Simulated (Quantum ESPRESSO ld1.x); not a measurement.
Q: Species: Sb III. Configuration: [Kr] 4d9.75 5s2 5p1 6s0.25 (fractional occupations, a model configuration). All-electron calculation, Dirac Kohn-Sham, LDA (Slater exchange, Perdew-Wang correlation), spin-unpolarised, spherical densities, point nucleus; open shells fill j = l - 1/2 first. Program: ld1.x of Quantum ESPRESSO 7.5.

Spin-orbit splittings of the eigenvalues, e(l+1/2) - e(l-1/2), with zeta = 2 splitting/(2l+1) and mean radii in bohr:

| shell | occ. | splitting (eV) | zeta (eV) | <r> j=l-1/2 | <r> j=l+1/2 |
|---|---|---|---|---|---|
| 2p | 6 | ? | ? | 0.1033 | 0.1088 |
| 3p | 6 | 46.39 | 30.93 | 0.3212 | 0.3325 |
| 3d | 10 | 9.654 | 3.861 | 0.3035 | 0.3071 |
| 4p | 6 | 8.718 | 5.812 | 0.8304 | 0.8598 |
| 4d | 9.75 | 1.276 | 0.5105 | 1.012 | 1.025 |
| 5p | 1 | 0.9536 | 0.6357 | 2.386 | 2.467 |
| 5d | 0 | 0.08307 | 0.03323 | 3.694 | 3.725 |
| 6p | 0 | 0.2157 | 0.1438 | 5.482 | 5.608 |

Estimate the 2p splitting.

A: 251.5 eV (zeta = 167.6 eV).
